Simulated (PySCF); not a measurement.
Gas-phase reaction: 2 InH2Cl + 2 InCl2 + Cl2 = 4 InHCl2

Energies from PySCF, thermal terms from the rigid-rotor harmonic-oscillator model, ideal gas at 1 bar. † marks an energy on the PBE0/def2-TZVP geometry and frequencies; other levels use their own. CCSD(T) freezes the core. Open shells (unrestricted): InCl2 (multiplicity 2); the rest are closed-shell singlets. B3LYP is the form with VWN-RPA correlation. In: scalar-relativistic def2 core potential, no spin-orbit coupling. InH2Cl, InCl2, InHCl2: computed as isolated molecules; such fragments, hydroxides, amides, oligomers or adducts are transient or little studied in the gas. CCSD(T) isn't extrapolated to the basis-set limit.

```csv
level,"ΔH°(298 K), kJ"
B3LYP/def2-TZVP†,?
BLYP/def2-TZVP†,-427
CCSD(T)/def2-TZVPP†,-521
HF/def2-TZVP†,?
M06-2X/def2-TZVP†,-507
PBE0/def2-SVP†,-505
PBE0/def2-TZVP,?
ωB97M-V/def2-TZVP†,?
```

Problem. Complete the blanks.

Solution. 
- B3LYP/def2-TZVP†, ΔH°(298 K), kJ: -461
- HF/def2-TZVP†, ΔH°(298 K), kJ: -485
- PBE0/def2-TZVP, ΔH°(298 K), kJ: -490
- ωB97M-V/def2-TZVP†, ΔH°(298 K), kJ: -516
